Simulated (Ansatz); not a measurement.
C2H6Ga (SMILES [CH3][Ga][CH3]), doublet, at a GFN2-xTB geometry (such geometries of metal compounds can be far from the true shape) (the spin is typed, not shown lowest). Base run: PBE0/6-311G** (Ansatz, a first-principles code).

Geometry (Å):
```xyz
9

Ga     0.2843    -0.0463     0.3375
C      0.9657     0.2713    -1.6861
H      2.0500     0.2027    -1.7876
H      0.6450     1.2604    -2.0205
H      0.5045    -0.4785    -2.3326
C     -1.8527    -0.1269     0.6329
H     -2.2533    -0.9986     0.1107
H     -2.3001     0.7707     0.2005
H     -2.1367    -0.1885     1.6846
```
Charge 0, spin multiplicity 2.
Orbitals are unrestricted.
All else is at Ansatz's defaults.

Variants of this job, named by their change:

```tsv
change	basis functions	E (Eh)
base	116	-2004.25607
basis = ANO-RCC-VDZP; relativity = spin-free X2C; nucleus = Gaussian	85	-2023.33854
basis = cc-pVTZ-DK; relativity = spin-free X2C	187	-2023.35792
basis = ANO-RCC-VDZP; relativity = spin-free X2C	85	-2023.34955
basis = cc-pVDZ-DK; relativity = spin-free X2C	85	-2023.23526
basis = cc-pVTZ-DK; relativity = spin-free X2C; nucleus = Gaussian	187	-2023.34710
basis = cc-pVTZ-DK; relativity = none	187	-1993.38847
basis = ANO-RCC-VDZP; relativity = none	85	-1993.25604
basis = cc-pVDZ-DK; relativity = spin-free X2C; nucleus = Gaussian	85	-2023.22561
basis = cc-pVDZ-DK; relativity = none	85	-1994.33250
```

Total energies compare only within one method and basis.

Ansatz warned in this series: the basis is contracted for relativity, which the run leaves out.

Basis sets contracted for a relativistic Hamiltonian are a mismatch without it, so the rows without relativity aren't non-relativistic limits. No row has spin-orbit coupling; sets with core potentials leave out the core electrons.
